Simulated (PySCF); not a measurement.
An equivalent PySCF input for Tm(55+) (thulium, charge +55), [Ne] 3s2 3p2, high-spin 3P determinant, with scalar relativity by spin-free X2C-1e:

```python
from pyscf import gto, scf, dft, mp, cc
mol = gto.M(atom="Tm 0 0 0", charge=55, spin=2, symmetry="D2h",
            basis=gto.etbs([(0, 17, 14, 2.5), (1, 12, 18, 2.5), (2, 4, 69, 2.7), (3, 4, 100, 2.7)]),
            nucmod="G")
mf = scf.UHF(mol).sfx2c1e()
mf.irrep_nelec = {'Ag': (3, 3), 'B1u': (2, 1), 'B2u': (2, 1), 'B3u': (1, 1)}
mf.kernel()
```

It reaches the same state as the run whose output follows, and the same energy. The run itself started from symmetry-adapted Hartree-Fock orbitals and held the occupation by maximum overlap, so the iterations belong to that start.

```
SCF conv_tol = 1e-09
number electrons alpha = 8  beta = 6
cycle= 1 E= -10314.4864682666  delta_E= -0.00715  |g|= 0.0647  |ddm|= 0.0249
cycle= 2 E= -10314.4865755533  delta_E= -0.000107  |g|= 0.00874  |ddm|= 0.00304
cycle= 3 E= -10314.4865775082  delta_E= -1.95e-06  |g|= 6.2e-05  |ddm|= 0.000464
cycle= 4 E= -10314.4865775083  delta_E= -3.27e-11  |g|= 3.14e-06  |ddm|= 1.95e-06
converged SCF energy = -10314.4865775083  <S^2> = 2.000368  2S+1 = 3.0002453
```

Spin-orbit coupling is strong in this species (close to jj coupling), so the high-spin LS determinant is a model state, not a physical level.
